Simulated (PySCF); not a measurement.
Species: C₇H₈FS (doublet state).
Structure used (GFN2-xTB), in Å, numbered top down from 1:
```
atom  x, y, z in Å
C1    -2.957   -0.028   -0.102
C2    -1.579    0.591    0.111
C3    -0.497   -0.280   -0.424
C4     0.792   -0.299    0.022
S5     1.990   -1.392   -0.684
C6     3.229   -0.822    0.369
C7     2.783    0.150    1.224
C8     1.440    0.444    1.036
F9     0.799    1.383    1.759
H10   -3.028   -0.981    0.417
H11   -3.142   -0.198   -1.160
H12   -3.731    0.632    0.281
H13   -1.539    1.561   -0.401
H14   -1.421    0.788    1.173
H15   -0.757   -0.938   -1.239
H16    4.213   -1.236    0.297
H17    3.399    0.637    1.959
```

The hyperfine couplings belong to this conformer and change with its torsions.

As a line formula: `CC[CH]C1=C(F)C=CS1` [radical].

Computed, not measured: PySCF 2.14.0, UKS B3LYP, pcH-1 on C F H S, non-relativistic, mean-field spin-orbit, GIAO. Isolated species at its GFN2-xTB geometry (one conformer only). GFN2-xTB frequencies show an imaginary mode (24i cm⁻¹), so this geometry is no minimum at that level. A GFN2-xTB geometry isn't a minimum of the functional, and hyperfine couplings can be far from their values at a DFT geometry. No stability test was run, so a lower SCF solution isn't excluded. ⟨S²⟩ is 0.779 where a pure state has 0.75.

**Question.** Where do the isotropic ENDOR lines of C3, C4, C8, C6, C7, C2, F9, H13/H14, H15 and H16 fall at 347.0 mT, to first order?

**Answer.** For S = 1/2 in fast tumbling each set of equivalent nuclei gives two lines, ν± = |νn ± a/2| to first order, with νn = g_N μN B/h and μN/h = 7.62259 MHz/T.

```tsv
nuclei	isotope	g_N	νn (MHz)	a_iso (MHz)	lower line (MHz)	upper line (MHz)
C3	13C	1.4048	3.72	53.16	22.86	30.30
C4	13C	1.4048	3.72	-43.55	18.06	25.49
C8	13C	1.4048	3.72	40.19	16.38	23.81
C6	13C	1.4048	3.72	32.55	12.56	19.99
C7	13C	1.4048	3.72	-27.88	10.22	17.65
C2	13C	1.4048	3.72	-19.78	6.17	13.60
F9	19F	5.2577	13.91	57.13	14.66	42.47
H13/H14	1H	5.5857	14.77	54.97	12.71	42.26
H15	1H	5.5857	14.77	-39.61	5.03	34.58
H16	1H	5.5857	14.77	-24.30	2.62	26.92
```

The rows for 13C, of low natural abundance, apply to labelled samples.

**Question.** Which pairs are centred on the nuclear Larmor frequency, and which on half the coupling?

**Answer.** Centred on νn, since |a| < 2νn: H16. Centred on |a|/2 and split by 2νn: C3, C4, C8, C6, C7, C2, F9, H13/H14 and H15.

**Question.** At what field would the lower line of C7 fall to zero frequency?

**Answer.** Where νn = |a|/2, that is B = 13.94 MHz/(1.4048 × 7.62259 MHz/T) = 1300 mT, as far as first order holds there.

Couplings of abundant isotopes left out: H17 (7.1 MHz).

Nuclei that the bonding pattern makes equivalent are averaged, as if the motion that swaps them (rotation, inversion, ring flip) were fast. The 1H value of +55.0 MHz is a mean of couplings from 27.1 to 82.9 MHz in this one geometry, not an average over conformers.

The Mulliken spin populations are largest on C3 (+0.63), C8 (+0.34), C6 (+0.34) and C4 (-0.20). Three atoms exceed +0.15. The positive populations add up to 1.44 and the negative ones to -0.44, together 2S = 1. The angles at C3 add up to 360.0°, so it is planar; its axial dipolar tensor and the negative coupling of its proton fit spin in a p orbital normal to that plane.
